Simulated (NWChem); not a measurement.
Molecule: GeH$_{3}$, doublet; SMILES [GeH3]

All runs: NWChem. Spin-unrestricted. In the optimisation the excess spin sits in a (C3, its own frame). No stability test was run on the SCF state. Each level has its own optimisation; frequencies are unscaled.

For level PBE/def2-SVP:

- highest harmonic frequency (cm⁻¹): 2076
- lowest (cm⁻¹): 667

Q: Estimate the same quantities for level UHF/3-21G.

A: 
| Property | Result |
|---|---|
| highest harmonic frequency (cm⁻¹) | 2146 |
| lowest (cm⁻¹) | 754 |
